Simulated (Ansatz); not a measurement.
`[Ag][I]` + `[SiH3]N[SiH3]` → `[SiH3][N]([SiH3])[Ag]` + HI at 500 K and 1 bar (ligand exchange at the Ag–I bond).

Isolated molecules relaxed with PBE0-D4/def2-TZVP in Ansatz; ΔE leaves out vibrations. CCSD(T)/CBS is the MP2 limit (def2-TZVPP, def2-QZVPP) plus CCSD(T) − MP2 in def2-TZVPP, frozen cores. This one scheme is used for every species. def2 core potentials past Kr. For Ag, I outer-core shells are correlated without core-valence functions, which leaves a few kJ/mol of doubt a bond.

| species | CCSD(T)/CBS energy (Eh) | H − E (kJ/mol) | S (J/(mol·K)) |
| --- | --- | --- | --- |
| `[Ag][I]` | -444.41059 | 18.8 | 283.6 |
| `[SiH3]N[SiH3]` | -637.10515 | 216.0 | 394.7 |
| `[SiH3][N]([SiH3])[Ag]` | -783.41096 | 194.2 | 451.8 |
| HI | -298.03592 | 28.6 | 221.6 |

H − E and S are ideal-gas, rigid-rotor, harmonic terms from PBE0-D4/def2-TZVP. 1 Eh = 2625.50 kJ/mol, R = 8.31446 J/(mol·K).

Problem. By hand: ΔE, ΔH, ΔS and ΔG.

Solution. ΔE = (-783.41096) + (-298.03592) − (-444.41059) − (-637.10515) = 0.06886 Eh = 180.8 kJ/mol. Δ(H − E) = 194.2 + 28.6 − 18.8 − 216.0 = -12.0, so ΔH = 168.8 kJ/mol. ΔS = 451.8 + 221.6 − 283.6 − 394.7 = -4.9 J/(mol·K). ΔG = 168.8 − 500 × (-4.9)/1000 = 171.2 kJ/mol.

Problem. By hand: the equilibrium constant, and the temperature at which ΔG would vanish if ΔH and ΔS stayed fixed.

Solution. log₁₀ K = −ΔG/(RT ln 10) = -17.9. ΔH and −TΔS have one sign here, so there is no such temperature.

The number of gas molecules stays the same, so ΔS is small and ΔH decides. A doubt of 5 kJ/mol in ΔE shifts log₁₀ K by 0.5 here. Modes under 60 cm⁻¹, often nearly free rotors, make the harmonic entropy too high. These are equilibria of isolated gas molecules and say nothing of rates. Largest T1 diagnostic: 0.019 (customary marks: 0.02 for closed shells, 0.045 for open ones).

ΔS is within the doubt of such terms, so its sign, and with it that verdict, could turn.
